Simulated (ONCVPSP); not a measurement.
**Transferability test, ONCV potential for Se**

- Element: selenium
- Generator: ONCVPSP 4.0.1
- Type: optimised norm-conserving Vanderbilt (ONCV)
- Functional: PBE
- Relativity: scalar-relativistic
- Frozen core: [Ar]
- Valence charge: 16
- Reference configuration: 3d10 4s2 4p2 (charge +2)
- Partial waves: 4s: rc 1.50 bohr, ncon 4, nbas 9, qcut 3.5 1/bohr, 2 projectors, debl 1.9 Ha; 4p: rc 1.60 bohr, ncon 4, nbas 8, qcut 4.7 1/bohr, 2 projectors, debl 0.5 Ha; 3d: rc 0.70 bohr, ncon 4, nbas 8, qcut 24.3 1/bohr, 2 projectors, debl 1.4 Ha
- Local potential: polynomial inside 0.60 bohr (lpopt 5, dvloc0 0 Ha)
- Core correction: none

In the p channel the program set the typed energies aside and used -0.936, 0.250 Ha. In the d channel the program set the typed energies aside and used -2.786, 0.250 Ha.

Energies are relative to the spin-unpolarised reference configuration 3d10 4s2 4p2; without spin polarisation the order of configurations can differ from experiment. Not all tests gave a result: 1 of 4 tests not solved or not reliable.

```json
{"valence configuration": "3d10 4s2 4p3", "charge": "+1", "ΔE all-electron (eV)": "-20.349", "error AE − PS (meV)": "+3.0"}
{"valence configuration": "3d10 4s2 4p1", "charge": "+3", "ΔE all-electron (eV)": "30.869", "error AE − PS (meV)": "-1.4"}
{"valence configuration": "3d10 4s2 4p3.5", "charge": "+0.5", "ΔE all-electron (eV)": "-26.884", "error AE − PS (meV)": "+2.9"}
```

Levels in the configuration 3d10 4s2 4p3.5:

| level | all-electron (eV) | pseudo (eV) |
| --- | --- | --- |
| 3d | -58.125 | -58.324 |
| 4s | -21.897 | -21.898 |
| 4p | -10.791 | -10.788 |

Note: ghosts flagged at negative energy: s at -329.7 eV, p at -34.1 eV; no localised positive-energy state flagged. A true bound ghost makes a file unfit for plane-wave use.
